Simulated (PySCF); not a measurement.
CH₆O₂Si₂, SMILES O=CO[SiH2][SiH3].

Geometry: PBE0-D3(BJ)/def2-SVP. The structure was generated by enumeration, and PubChem lists no compound with its InChIKey, so it may never have been made. The values are those of a single conformer.

Method: PySCF with PBE/def2-TZVP.

Isolated molecule, no solvent.

Question: Estimate the frontier levels, gap, dipole moment and polarisability. (An estimate is asked for; the answer gives what the named calculation found.)

Answer: 
- highest occupied level = -6.86 eV
- lowest empty level = -1.52 eV
- orbital gap = 5.34 eV
- dipole moment = 1.38 D
- quadrupole, principal values (traceless, Buckingham form, about the centre of nuclear charge) = -5.39, 1.01, 4.38 D·Å
- mean static polarisability = 76.6 bohr³ (11.35 Å³)
- polarisability, principal values = 61.0, 80.7, 88.1 bohr³
